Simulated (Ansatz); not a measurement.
`[AlH2]/[CH]=C1/C[SiH2]1` + H₂ → `C=C1C[SiH2]1` + `[AlH3]`  (hydrogenolysis of a C–Al bond)

Gas-phase electronic energies from Ansatz, PBE0-D4/def2-TZVP geometries. CCSD(T)/CBS is the MP2 limit (def2-TZVPP, def2-QZVPP) plus CCSD(T) − MP2 in def2-TZVPP, frozen cores. This one scheme is used for every species. Functionals use def2-TZVPP.

(1) Is it downhill or uphill in electronic energy at CCSD(T)/CBS, and by how much? (An estimate is asked.)

(2) What do these levels give: r2SCAN-D4, PBE0-D4, SCS-MP2/def2-TZVPP, HF/def2-QZVPP, SCS-MP2/def2-QZVPP, HF/CBS(def2)? (Best estimate.)

Largest T1 diagnostic among the species: 0.013.

Results:

(1) The calculation gave: Nearly level: ΔE = -0.3 kcal/mol.

(2) The calculation gave: r2SCAN-D4 0.6, PBE0-D4 -0.6, SCS-MP2/def2-TZVPP -0.9, HF/def2-QZVPP -6.9, SCS-MP2/def2-QZVPP -0.6, HF/CBS(def2) -6.9 kcal/mol.

From PBE to PBE0 (25 % exact exchange), in def2-TZVPP and without D4, ΔE moves by −1.0 kcal/mol. In def2-TZVPP, CCSD(T) changes the Hartree–Fock value by +6.1 kcal/mol (the triples alone add +1.5 kcal/mol) and MP2 by +7.9 kcal/mol.
